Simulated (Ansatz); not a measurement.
CuI, charge -1, doublet, at a GFN2-xTB geometry (such geometries of metal compounds can be far from the true shape) (the multiplicity is a formal guess) (core potentials on I) (a gas-phase anion, which may not be bound at this level); Ansatz (an electronic-structure program) with SVWN5/def2-SVP.

Ansatz was given this input:
Ansatz 0.2 input:
```yaml
crystal:
  periodic: [false, false, false]
  atoms:
    - {symbol: Cu, position_ang: [-0.00000000, -0.00000000, -1.64845868]}
    - {symbol: I, position_ang: [0.00000000, 0.00000000, 0.90198683]}
basis:
  gaussian:
    orbitals: def2-SVP
hamiltonian:
  xc: {name: SVWN5}
total_charge: -1
magnetization: {spin_polarized: false, initial_magnetization: 1}
```

What the program printed (banner, timings and long lists left out):

```
Functional definition: SVWN5
700 factors; their error is unknown
mean field evaluation 1: about -52621.6400 eV, gradient 1.4e2 eV
mean field evaluation 2: about -52553.8383 eV, gradient 1.8e2 eV
mean field evaluation 4: about -52650.6001 eV, gradient 9.2e0 eV
mean field evaluation 8: about -52650.8098 eV, gradient 1.1e-1 eV
mean field evaluation 16: about -52650.7910 eV, gradient 1.4e-4 eV
mean field evaluation 32: about -52641.4757 eV, gradient 5.8e1 eV
mean field evaluation 64: about -52650.7910 eV, gradient 1.4e-4 eV
mean field evaluation 96: about -52644.1254 eV, gradient 4.7e1 eV
mean field evaluation 128: about -52647.4293 eV, gradient 4.3e0 eV
mean field evaluation 160: about -52613.6844 eV, gradient 7.4e1 eV
mean field -52650.79102950 eV, -1934.8808823462 hartree, gradient 1.7e-5 eV, S^2 0.750000; 10 other end points of the search recorded, 0 dependent functions left out
reference -52650.79105870 eV, -1934.8808834194 hartree; 28, 27 occupied and 29, 30 virtual orbitals, 700 factors
Total energy: -52650.79105870 eV, -1934.8808834194 hartree
```
